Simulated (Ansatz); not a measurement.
Molecule: WH$_{5}$ (charge 0, doublet). The spin state was set by rule; other spins were not relaxed. 
Geometry from a B3LYP-D3(BJ)/def2-TZVP (Ansatz, a first-principles code) optimisation:
```xyz
6

W      0.0172     0.0063     0.0035
H      0.7083     1.2936    -0.9053
H     -1.2802     0.7209     0.8246
H      0.9918    -0.6688     1.2505
H     -1.5306    -0.5626    -0.3108
H     -0.1612    -1.2507    -1.1173
```
Charge 0, spin multiplicity 2.

Total electronic energies in hartree. Cores are frozen in the correlated levels unless marked. UHF or UKS for open shells. No spin-orbit coupling. Frozen are the shells of the preceding noble gas and the d and f shells that filled before the atom's block. In def2 rows, elements after Kr have scalar-relativistic effective core potentials. Basis-set limits of correlation are two-point, X^-3; Hartree-Fock from the larger set. [CCSD(T)-MP2]/basis is that difference in the basis named.

```tsv
level	program	energy (Eh)
HF/def2-SVPD	Ansatz	-69.14384
HF/def2-QZVPPD	Ansatz	-69.17334
RI-HF/def2-TZVPP	Ansatz	-69.16914
BLYP/def2-TZVPD	Ansatz	-69.94671
revPBE-D3(BJ)/def2-TZVPD	Ansatz + dftd3	-70.05659
PBE0-D3(BJ)/def2-TZVP	Ansatz + dftd3	-69.94950
BHLYP-D4/def2-TZVPD	Ansatz + dftd4	?
r2SCANh/def2-TZVPD	Ansatz	?
CAM-B3LYP-D4/def2-TZVPD	Ansatz + dftd4	-69.91127
LC-wPBE-D3(BJ)/def2-TZVPD	Ansatz + dftd3	-69.98787
RI-MP2/CBS(def2-TZVPPD,def2-QZVPPD)	Ansatz	-69.4462
CCSD/def2-SVP	Ansatz	-69.37899
CCSD/def2-TZVPP	Ansatz	-69.44962
CCSD(T)/def2-TZVPPD	Ansatz	-69.46478
RI-MP2/CBS(def2-TZVPPD,def2-QZVPPD)+[CCSD(T)-MP2]/def2-TZVPPD	Ansatz	-69.4879
```

### Question
Fill in the missing entries.

### Answer

- BHLYP-D4/def2-TZVPD, energy (Eh): -69.82726
- r2SCANh/def2-TZVPD, energy (Eh): -69.97608
